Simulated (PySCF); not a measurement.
Another site gives an ion 60074.26 eV lower (`O[SiH2]Br`) at the level CAM-B3LYP-D3(BJ)/def2-TZVPD (PySCF).

Excitations are Tamm–Dancoff values on a coarser integration grid.

Cartesian coordinates (Å):
SMILES: O[SiH2]O[SiH3]
```xyz
10

O      2.0217    -0.2958     0.9181
Si     1.2264     0.5989    -0.1991
O     -0.2379    -0.0171    -0.5458
Si    -1.7624    -0.3561    -0.0666
H      2.3767    -1.1547     0.6821
H      1.9780     0.6371    -1.4674
H      1.0774     1.9299     0.4111
H     -2.6407    -0.3407    -1.2525
H     -1.8031    -1.6949     0.5580
H     -2.2266     0.6534     0.9095
```
Charge 0, spin multiplicity 1.

What is the computed HOMO–LUMO gap, LUMO and S1–T1 gap (TDA) (PySCF 2.14.0 with TPSSh-D3(BJ)/def2-TZVPD // CAM-B3LYP-D3(BJ)/def2-TZVPD)?


The HOMO–LUMO gap comes out as 7.59 eV and the LUMO comes out as -0.48 eV. The S1–T1 gap (TDA) comes out as 0.21 eV.
